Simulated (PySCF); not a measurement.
Electron correlation in Ge (germanium, neutral)

[Ar] 3d10 4s2 4p2, high-spin 3P determinant. Calculation: PySCF 2.14, in x2c-QZVPPall; scalar relativity by spin-free X2C-1e. Frozen: [Ar] 3d10; 4 electrons correlated.

```
  level  correlation energy (mhartree)
   CCSD                         -66.63
    (T)                          -2.05
CCSD(T)                         -68.68
```

Diagnostics: T1 = 0.0094, D1 = 0.0241, largest double amplitude 0.079.

Q: Is a single reference adequate?

A: Mostly. T1 lies below 0.03, but a double amplitude of this size points to a near-degeneracy that CCSD handles and MP2 describes poorly.
